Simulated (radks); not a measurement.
Question: Dipole-allowed excitations along the series with 36 electrons in [Kr]. All-electron calculation, scalar-relativistic Kohn-Sham, LB94 model potential, spin-polarised, spherical densities, finite nucleus; Fermi nuclear charge, rms radius of each element as measured or else 0.836 A^(1/3) + 0.57 fm. Program: a radial shooting solver on a logarithmic mesh with Libxc functionals. Time-dependent linear response with the Hartree and adiabatic LDA kernel, continuum included through the Sternheimer equations, no spin-orbit coupling, so fine structure and intercombination lines are absent. Lines are the poles of the dipole polarisability below minus the highest occupied eigenvalue, found on a grid refined at the orbital gaps; the lowest seven at most are given, and weak or close lines can be missed. The first line takes the name of the lowest orbital gap if no other gap lies below it; otherwise a line is named after a gap within 0.6 % of it, if that gap stands alone.

species  -e(HOMO) (eV)  lowest orbital gap (eV)  first line (eV)     f  static alpha (bohr^3)
Ba20+           653.11             4p-4d 99.131   122.18 (4p-4d)  3.93                 0.2213
Ce22+           757.53             4p-4d 108.20   132.83 (4p-4d)  3.78                 0.1800
Pr23+           812.49             4p-4d 112.84   138.26 (4p-4d)  3.72                 0.1631
Nd24+           869.28             4p-4d 117.57   143.77 (4p-4d)  3.65                 0.1482
Pm25+           927.90             4p-4d 122.37   149.36 (4p-4d)  3.59                 0.1350

Estimate the first line of La21+, its oscillator strength and the static polarisability.

Answer: 127.47 eV (4p-4d), f = 3.86, alpha = 0.1993 bohr^3.
